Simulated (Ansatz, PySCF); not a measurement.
Process, species as SMILES: [B]I → [B][I+] + e-
Each molecule is optimised on its own at B3LYP-D3(BJ)/def2-TZVP (Ansatz, a first-principles code). Unstable Hartree-Fock reference: [B]I.

Quantity: adiabatic ionisation energy (0 K, with B3LYP-D3(BJ) harmonic zero-point energies from PySCF), in eV. Valence correlation only, unless marked. UHF or UKS for open shells. No spin-orbit coupling. Frozen are the shells of the preceding noble gas and the d and f shells that filled before the atom's block. In def2 rows, elements after Kr have scalar-relativistic effective core potentials. STO-3G rows are all-electron and non-relativistic. Basis-set limits of correlation are two-point, X^-3; Hartree-Fock from the larger set.

```tsv
level	program	adiabatic ionisation energy (eV)
SVWN5/def2-TZVPD	Ansatz	9.13
PBE-D4/def2-TZVPD	Ansatz + dftd4	9.02
```

Question: What does CCSD(T)/CBS(def2-TZVPPD,def2-QZVPPD) (Ansatz) give?

Answer: 9.32 eV
